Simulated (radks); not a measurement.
Results of a calculation; reference values are marked as such.
Task: Species: Pm III. Configuration: [Xe] 4f3 5f2 (not the ground configuration). Code: a radial shooting solver on a logarithmic mesh with Libxc functionals. Model: scalar-relativistic Kohn-Sham, SOGGA, spin-unpolarised, spherical densities, finite nucleus; Fermi nuclear charge, rms radius 4.962 fm. Some entries of the table are withheld. Estimate them.

orbital,occ.,eigenvalue (hartree),r(max) (bohr)
1s,2,(1),0.01480
2s,2,-270.3135,(2)
2p,6,-241.5990,(3)
3s,2,-60.12466,0.2387
3p,6,-51.10670,0.2339
3d,10,-38.72861,0.1919
4s,2,-13.09743,0.5513
4p,6,-10.12337,0.5749
4d,10,-5.91640,0.5998
5s,2,-2.65077,1.256
5p,6,-1.87034,1.400
4f,3,-1.38914,0.6150
5f,2,-0.27031,(4)

Result: 
(1) 1s eigenvalue (hartree): -1655.034
(2) 2s r(max) (bohr): 0.08383
(3) 2p r(max) (bohr): 0.06763
(4) 5f r(max) (bohr): 4.270
